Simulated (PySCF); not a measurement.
Compound: C6H14P2.
Cartesian coordinates in Å at the PBE0-D3(BJ)/def2-SVP level; atoms count from 1:
```
atom  x, y, z in Å
C1     1.304    0.010   -1.936
P2     0.596   -0.110   -0.416
C3     0.618   -1.823    0.180
C4    -1.109    0.465   -0.101
C5    -2.175   -0.282    0.216
C6    -3.582    0.209    0.284
C7     1.569    0.888    0.761
P8     3.379    0.436    0.611
H9     0.949   -0.681   -2.707
H10    1.568    1.016   -2.276
H11    0.137   -1.917    1.164
H12    0.097   -2.463   -0.546
H13    1.668   -2.140    0.240
H14   -1.259    1.526   -0.349
H15   -2.034   -1.348    0.439
H16   -4.225   -0.336   -0.428
H17   -3.651    1.282    0.057
H18   -4.013    0.038    1.285
H19    1.218    0.675    1.784
H20    1.373    1.952    0.558
H21    3.712    1.302   -0.466
H22    3.827    1.359    1.613
```

Computed with PySCF at PBE0/pcSseg-1, non-relativistic, on one gas-phase PBE0-D3(BJ)/def2-SVP geometry that isn't relaxed in the solvent. The solvent is an IEF-PCM continuum (van der Waals radii × 1.2). The model holds no explicit solvent molecules, cavitation or dispersion.

Gas phase at PBE0/pcSseg-1: HOMO -4.92 eV, LUMO -0.34 eV, dipole 3.64 D.

What does the continuum do to the energy, the frontier levels and the dipole at PBE0/pcSseg-1 in benzene and dichloromethane?

```json
{"solvent": "benzene", "ε": "2.271", "E(solvent) − E(gas) (kcal/mol)": "-3.25", "polarisation term (kcal/mol)": "-3.55", "distortion of the solute (kcal/mol)": "0.30", "HOMO (eV)": "-5.02", "LUMO (eV)": "-0.27", "dipole (D)": "4.34"}
{"solvent": "dichloromethane", "ε": "8.93", "E(solvent) − E(gas) (kcal/mol)": "-6.66", "polarisation term (kcal/mol)": "-8.01", "distortion of the solute (kcal/mol)": "1.35", "HOMO (eV)": "-5.17", "LUMO (eV)": "-0.24", "dipole (D)": "5.13"}
```

The polarisation term is half the interaction of the solute with the surface charges that it induces; the rest is the cost of distorting the solute's density. The sum is the electrostatic part of solvation alone. From benzene to dichloromethane the lowering changes by a factor 2.05, Onsager's factor (ε − 1)/(2ε + 1) by 1.83 and ε itself by 3.9.

Which radius a makes the point-dipole formula ΔE = −[(ε − 1)/(2ε + 1)]·μ²/a³ give the value in dichloromethane, with the gas-phase dipole?

μ = 1.432 au and |ΔE| = 0.01062 Eh give a = 2.29 Å; the farthest nucleus lies 4.37 Å from the centroid of the nuclei, so such a sphere wouldn't even hold the nuclei. The formula assumes a rigid point dipole at the centre of a sphere.

Give the dipole vector in the frame of the coordinates (D, pointing from negative to positive charge), gas and dichloromethane.

Gas (-2.82, 0.42, 2.26), solvent (-3.86, 0.63, 3.32). Its length changes by +41 % and its direction by 2°.

Which IAO charges (PBE0/pcSseg-1) respond most in benzene (means over atoms taken as equivalent)?

```
      atoms                 environment  gas (e)  solvent (e)  change
         C1  carbon bonded to P and 2 H   -0.950       -0.972  -0.022
         P8        phosphine phosphorus   +0.195       +0.181  -0.014
        H19          methylene hydrogen   +0.162       +0.168  +0.006
        H15            vinylic hydrogen   +0.133       +0.138  +0.005
        H20          methylene hydrogen   +0.161       +0.165  +0.004
         C4            alkene CH carbon   -0.443       -0.447  -0.004
    H21/H22                P–H hydrogen   -0.022       -0.018  +0.004
        H14            vinylic hydrogen   +0.144       +0.147  +0.003
         C5            alkene CH carbon   -0.116       -0.112  +0.004
         P2    phosphorus bonded to 4 C   +1.244       +1.247  +0.003
         C6              allylic carbon   -0.416       -0.419  -0.003
H16/H17/H18             methyl hydrogen   +0.149       +0.152  +0.003
```

Which Mayer bond orders change most in benzene?

```tsv
bond	length (Å)	gas	solvent	change
C1–P2	1.681	1.592	1.566	-0.026
P2–C4	1.827	0.840	0.853	+0.013
P2–C3	1.814	1.017	1.024	+0.007
P2–C7	1.824	0.937	0.942	+0.005
P8–H22	1.435	0.924	0.928	+0.004
C4–C5	1.340	1.854	1.851	-0.003
C1–H10	1.095	0.931	0.933	+0.002
C3–H12	1.099	0.941	0.939	-0.002
```
